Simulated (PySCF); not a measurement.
Choosing a molecule for a target property.

Species are written as SMILES; each is one conformer at its optimised geometry, gas phase, non-relativistic unless stated. Electronic properties by PySCF.

Dipoles, sizes and rotational constants follow the conformer. The torsions of the flexible species, by atom-mapped SMILES:
- `[F:1][C@@H:2]([CH2:3][Cl:4])[C@H:5]1[O:6][C@@H:7]1[F:8]`: F1–C2–C3–Cl4 -170°, F1–C2–C5–O6 -60°
- `[N:1]#[C:2][Si:3]([NH2:4])([C:5]#[N:6])[C:7]([F:8])([F:9])[F:10]`: C2–Si3–C7–F8 -48°, H–N4–Si3–C2 -93°, H–N4–Si3–C2 67°
- `[SiH3:1][CH2:2][S:3][CH2:4][O:5][SiH3:6]`: Si1–C2–S3–C4 -50°, C2–S3–C4–O5 74°, S3–C4–O5–Si6 77°
- `[CH3:1][O:2][SiH2:3][S:4][CH2:5][SiH3:6]`: C1–O2–Si3–S4 -56°, O2–Si3–S4–C5 -48°, Si3–S4–C5–Si6 -93°

Problem. Wanted: dipole moment above 3 D (PBE0/def2-SVPD) and electronic spatial extent ⟨r²⟩ about the centre of nuclear charge above 1320 bohr² (PBE0/def2-SVPD), at GFN2-xTB geometries. Which candidate meets both?
A. `CO[SiH2]SC[SiH3]`
B. `N#C[Si](N)(C#N)C(F)(F)F`
C. `F[C@@H](CCl)[C@H]1O[C@@H]1F`
D. `[SiH3]CSCO[SiH3]`

Solution. B. Computed values:
```
                    species  dipole moment  electronic spatial extent ⟨r²⟩ about the centre of nuclear charge
           [SiH3]CSCO[SiH3]         0.63 D                                                         1289 bohr²
           CO[SiH2]SC[SiH3]         1.52 D                                                         1424 bohr²
F[C@@H](CCl)[C@H]1O[C@@H]1F         1.85 D                                                         1345 bohr²
    N#C[Si](N)(C#N)C(F)(F)F         4.49 D                                                         1536 bohr²
```

Problem. Wanted: HOMO–LUMO gap between 6.7 eV and 8 eV (PBE0/def2-SVPD) and HOMO energy above -9 eV (PBE0/def2-SVPD), at GFN2-xTB geometries. Which candidate meets both?
A. `F[C@@H](CCl)[C@H]1O[C@@H]1F`
B. `N#C[Si](N)(C#N)C(F)(F)F`
C. `[SiH3]CSCO[SiH3]`
D. `CO[SiH2]SC[SiH3]`

Solution. D. Computed values:
| species | HOMO–LUMO gap | HOMO energy |
| --- | --- | --- |
| [SiH3]CSCO[SiH3] | 6.61 eV | -6.58 eV |
| CO[SiH2]SC[SiH3] | 6.75 eV | -6.83 eV |
| N#C[Si](N)(C#N)C(F)(F)F | 7.20 eV | -9.43 eV |
| F[C@@H](CCl)[C@H]1O[C@@H]1F | 8.82 eV | -8.80 eV |
